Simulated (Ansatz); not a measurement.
`OC=C=[CH][InH2]` + CH₃SH → `C[S][InH2]` + `C=C=CO` at 298.15 K and 1 bar (ligand exchange at the In–C bond).

Isolated molecules relaxed with PBE0-D4/def2-TZVP in Ansatz; ΔE leaves out vibrations. CCSD(T)/CBS is the MP2 limit (def2-TZVPP, def2-QZVPP) plus CCSD(T) − MP2 in def2-TZVPP, frozen cores. This one scheme is used for every species. Elements past krypton have def2 core potentials. For In outer-core shells are correlated without core-valence functions, which leaves a few kJ/mol of doubt a bond. Each species was taken in one conformer, which may not be the lowest.

```
          species  CCSD(T)/CBS energy (Eh)  H − E (kJ/mol)  S (J/(mol·K))
`OC=C=[CH][InH2]`               -382.04566           186.9          365.0
            CH₃SH               -438.22835           133.0          253.2
     `C[S][InH2]`               -628.65181           151.7          337.2
         `C=C=CO`               -191.65809           175.5          281.7
```

H − E and S are ideal-gas, rigid-rotor, harmonic terms from PBE0-D4/def2-TZVP, for one conformer and one mirror image of each species. 1 Eh = 2625.50 kJ/mol, R = 8.31446 J/(mol·K).

Q: By hand: ΔE, ΔH, ΔS and ΔG.

A: ΔE = (-628.65181) + (-191.65809) − (-382.04566) − (-438.22835) = -0.03589 Eh = -94.2 kJ/mol. Δ(H − E) = 151.7 + 175.5 − 186.9 − 133.0 = 7.3, so ΔH = -86.9 kJ/mol. ΔS = 337.2 + 281.7 − 365.0 − 253.2 = 0.7 J/(mol·K). ΔG = -86.9 − 298.15 × (0.7)/1000 = -87.1 kJ/mol.

Q: By hand: the equilibrium constant, and the temperature at which ΔG would vanish if ΔH and ΔS stayed fixed.

A: log₁₀ K = −ΔG/(RT ln 10) = 15.3. ΔH and −TΔS have one sign here, so there is no such temperature. One of them is within its doubt of zero, so this could turn.

The number of gas molecules stays the same, so ΔS is small and ΔH decides. A doubt of 5 kJ/mol in ΔE shifts log₁₀ K by 0.9 here. Other conformers and mirror images would add mixing entropy, several J/(mol·K) or more a flexible species. Modes under 60 cm⁻¹, often nearly free rotors, make the harmonic entropy too high. These are equilibria of isolated gas molecules and say nothing of rates. Largest T1 diagnostic: 0.014 (customary marks: 0.02 for closed shells, 0.045 for open ones).
